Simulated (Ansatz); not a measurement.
Consider the isomerisation: `C#CN(C)[SiH2]F` → `C[Si](C)(F)C#N`.

Computed with Ansatz on PBE0-D4/def2-TZVP structures; ΔE is electronic, products minus reactants. CCSD(T)/CBS adds triple-zeta CCSD(T) − MP2 to the extrapolated MP2 energy (def2 sets, frozen cores). DFT in def2-TZVPP. B3LYP here is the variant with VWN-RPA as its local correlation; programs differ in this. One conformer a species, not always the lowest.

```csv
level,ΔE (kcal/mol)
r2SCAN-D4,-58.9
B3LYP-D4,-55.8
SCS-MP2/def2-QZVPP,-59.2
CCSD/CBS(def2),-58.7
```

(1) What does CCSD(T)/CBS give? (Best estimate.)

Largest T1 diagnostic among the species: 0.012.

## Answers

(1) Ansatz gave: -58.7 kcal/mol. The listed levels differ from it by -0.2, 2.9, -0.5, 0.0 kcal/mol.

In def2-TZVPP, CCSD(T) changes the Hartree–Fock value by −1.8 kcal/mol (the triples alone add −0.1 kcal/mol) and MP2 by −1.8 kcal/mol.
